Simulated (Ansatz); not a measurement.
Reaction (formal exchange of groups at a B–B bond): `COBB(F)Cl` + H–F → `BOC` + `FB(F)Cl`

Computed with Ansatz on PBE0-D4/def2-TZVP structures; ΔE is electronic, products minus reactants. CBS: MP2 limit from def2 TZ/QZ plus the TZ coupled-cluster correction, frozen cores. This one scheme is used for every species. DFT in def2-TZVPP. One conformer a species, not always the lowest.

```
    level  ΔE (kcal/mol)
r2SCAN-D4          -39.5
      PBE          -36.4
```

Q: What does CCSD(T)/CBS give? (An estimate is asked.)

A: Ansatz gave: -36.8 kcal/mol. The listed levels differ from it by -2.7, 0.4 kcal/mol.

Largest T1 diagnostic among the species: 0.014.

Leaving LDA and LC-ωPBE aside and taking each functional with its dispersion term where it has one, the values, not all of them listed here, spread over 5.4 kcal/mol, from B97M-V to revPBE-D4. LDA lies −0.9 kcal/mol from PBE without D4. The D4 term adds +1.2 kcal/mol with B3LYP and +0.7 kcal/mol with PBE0; it sums over pairs of atoms, weighted by their polarisabilities, and B3LYP, whose exchange is more repulsive, gets the larger term.

B3LYP here is the variant with VWN-RPA as its local correlation; programs differ in this.
